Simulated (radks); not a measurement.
Removal energies from the magnesium ion Mg+, [Ne] 3s1, by Delta-SCF beside the eigenvalue of the level emptied. All-electron calculation, scalar-relativistic Kohn-Sham, BLYP, spin-polarised, spherical densities, finite nucleus; Fermi nuclear charge, rms radius of each element as measured or else 0.836 A^(1/3) + 0.57 fm. Program: a radial shooting solver on a logarithmic mesh with Libxc functionals. Open shells are filled with parallel spins first.

removed from  final configuration  Delta-SCF (eV)  -eigenvalue (eV)
3s                           [Ne]          15.469            11.842
2p               [He] 2s2 2p5 3s1          68.095            55.479
2s               [He] 2s1 2p6 3s1          100.80            88.542
